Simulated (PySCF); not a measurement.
**Heteronuclear NMR**

Bonds (- single, = double, # triple, : aromatic): N1-C2 1.376 Å, C2:C3 1.407 Å, C3:C4 1.389 Å, C4:C5 1.395 Å, C5:C6 1.393 Å, C6-Br7 1.891 Å, C6:C8 1.390 Å, C8:C2 1.406 Å. N1 carries H9, H10; C3 carries H11; C4 carries H12; C5 carries H13; C8 carries H14.

[PySCF: coordinates at the PBE0-D3(BJ)/def2-SVP level; σ from GIAO-PBE0/pcSseg-1; J: B3LYP/pcJ-1 (pcSseg-1 on Br) (spin–dipole term only in couplings to heteroatoms); one conformer; in vacuum; non-relativistic Hamiltonian; averaged over atoms made equivalent by symmetry, fast rotation or ring inversion]

Q: Predict the ¹⁵N NMR data.

A: 
```json
{"atoms": "N1", "environment": "aniline-type nitrogen", "σ (ppm)": "189.4", "δ (ppm)": "-323.9"}
```

Shieldings were converted by a linear fit to measured shifts: ¹⁵N: δ = -150.45 − 0.916σ (rms 7.2 ppm, 79 shifts vs CH3NO2, solution or neat liquid). Occasional misses reach two or three times the rms, and more in compound classes unlike the fitted ones. Couplings are scaled by factors fitted to measured values: ³J(H,H) × 0.91 (rms 0.4 Hz, 0.5 with 2 outliers); all others are unscaled and can be 10–30 % off.

Couplings (the largest are listed; each averaged over equivalent pairs): ¹J(N1,C2) = -15.0 Hz, ²J(N1,C8) = -3.7 Hz, ²J(N1,C3) = -3.3 Hz, ³J(N1,H14) = -2.3 Hz, ³J(N1,H11) = -2.2 Hz, ³J(N1,C6) = -1.5 Hz, ³J(N1,C4) = -1.4 Hz. Signs are for ¹⁵N, whose magnetogyric ratio is negative.

On a 600 MHz spectrometer ¹⁵N resonates near 60.8 MHz, so 1 ppm is 60.8 Hz.

Relativistic effects, spin–orbit coupling among them, are left out; they matter for Br and for the light atoms bonded to it.
